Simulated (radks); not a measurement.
Species: the caesium ion Cs14+. Configuration: [Ar] 3d10 4s2 4p5 4d6 (not the ground configuration). All-electron calculation, scalar-relativistic Kohn-Sham, PBEsol, spin-polarised, spherical densities, finite nucleus; open shells are filled with parallel spins first (spin-orbit coupling, left out, can overturn this in heavy ions); Fermi nuclear charge, rms radius 4.8041 fm. Program: a radial shooting solver on a logarithmic mesh with Libxc functionals.

Radial electron density D(r) = 4 pi r^2 rho(r):

```
   r/bohr * D(r) (the largest magnitude, 91.9, reaches the edge; | marks zero)
 0.003613 |          *
  0.00463 |              *
 0.005981 |                    *
 0.007665 |                          *
 0.009822 |                                 *
  0.01269 |                                      *
  0.01626 |                                          *
  0.02083 |                                         *
  0.02691 |                                       *
  0.03449 |                                    *
   0.0442 |                                       *
  0.05664 |                                              *
  0.07316 |                                                      *
  0.09375 |                                                     *
   0.1201 |                                            *
   0.1552 |                                       *
   0.1989 |                                            *
   0.2548 |                                             *
   0.3292 |                              *
   0.4218 |                *
   0.5406 |              *
   0.6927 |              *
   0.8948 |        *
    1.147 |  *
    1.469 *
    1.898 *
    2.432 *
```

D(r) has 4 maxima, at r = 0.0182, 0.0805, 0.232, 0.619 bohr, and minima at 0.0353, 0.153, 0.499 bohr, inside which lie 1.97, 11.21, 29.22 electrons.
